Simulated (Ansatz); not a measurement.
Two isomers of CH3BClNO: A = `ClB1NCO1`, B = `BOC(=N)Cl`.

Computed with Ansatz on PBE0-D4/def2-TZVP structures; ΔE is electronic, products minus reactants. CBS: MP2 limit from def2 TZ/QZ plus the TZ coupled-cluster correction, frozen cores. Functionals use def2-TZVPP. B3LYP here is the variant with VWN-RPA as its local correlation; programs differ in this. One conformer a species, not always the lowest.

(1) Which is lower in electronic energy at CCSD(T)/CBS, and by how much? (An estimate is asked.)

(2) Give E(B) − E(A) in kcal/mol with CCSD(T)/def2-SVP, BLYP-D4, ωB97M-V, PBE-D4, B2PLYP, CCSD(T)/def2-TZVPP, B3LYP-D4. (Best estimate.)

(3) Does the order hold for the free energy at 298.15 K (harmonic terms from PBE0-D4)? (An estimate is asked.)

Largest T1 diagnostic: 0.014.

Answers

(1) Ansatz gave: A, by 53.2 kcal/mol.

(2) Ansatz gave: CCSD(T)/def2-SVP 54.3, BLYP-D4 45.5, ωB97M-V 53.2, PBE-D4 51.6, B2PLYP 50.9, CCSD(T)/def2-TZVPP 52.4, B3LYP-D4 49.2. None reverses the order clearly.

(3) Computed: Yes: G(B) − G(A) = +49.1 kcal/mol, for one conformer each.

In def2-TZVPP, CCSD(T) changes the Hartree–Fock value by +1.8 kcal/mol (the triples alone add −0.9 kcal/mol) and MP2 by +4.2 kcal/mol. Leaving LDA and LC-ωPBE aside and taking each functional with its dispersion term where it has one, the values, not all of them listed here, spread over 11.6 kcal/mol, from BLYP-D4 to PBE-QIDH. LDA lies +5.2 kcal/mol from PBE without D4.
